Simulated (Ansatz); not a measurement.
Basis sets compared for the cluster Si₄H₇⁻. Charge -1, multiplicity 1. Geometry B3LYP-D4/def2-SVPD. Ansatz on 4 threads of Arm Neoverse V2 on a shared host; times are rough, and most runs start from earlier orbitals.

Cartesian coordinates in Å:
```
Si -0.9193 -0.6273 0.9866
Si 0.5263 1.7894 -0.8762
Si 1.2297 0.3658 0.9401
Si -0.8653 -0.1311 -1.3285
H -1.1440 -2.0263 1.5010
H 1.6622 1.4999 -1.8646
H 2.2079 -0.7613 0.6974
H -2.2047 0.0454 -2.0054
H -1.9160 0.2259 1.7216
H 1.7138 0.9732 2.2362
H -0.2907 -1.3536 -2.0082
```

At HF/STO-3G the highest occupied level of the charge -1 singlet lies above zero (up to 1.49 eV). In Hartree–Fock with STO-3G the lack of diffuse functions raises the level. The structure comes from a short search, and lower isomers may exist.

| level | functions | energy (Eh) | HOMO (eV) | LUMO (eV) | wall time |
| --- | --- | --- | --- | --- | --- |
| HF/STO-3G | 43 | -1146.3158 | 1.49 | 15.74 | 0.15 s |
| HF/6-31G | 66 | -1159.5781 | -2.83 | 6.76 | 0.3 s |
| PBE-D4/def2-SVPD | 152 | -1161.2533 | -0.28 | 2.76 | 1.6 s |
| PBE0-D4/def2-SVPD | 152 | -1161.3709 | -1.11 | 3.47 | 1.9 s |

(1) Estimate the rows for PBE-D4/def2-TZVPD, PBE0-D4/def2-TZVPD.

Answers

(1) 
```csv
level,functions,energy (Eh),HOMO (eV),LUMO (eV),wall time
PBE-D4/def2-TZVPD,235,-1161.6530,-0.37,2.56,2.5 s
PBE0-D4/def2-TZVPD,235,-1161.7659,-1.17,3.19,3.9 s
```
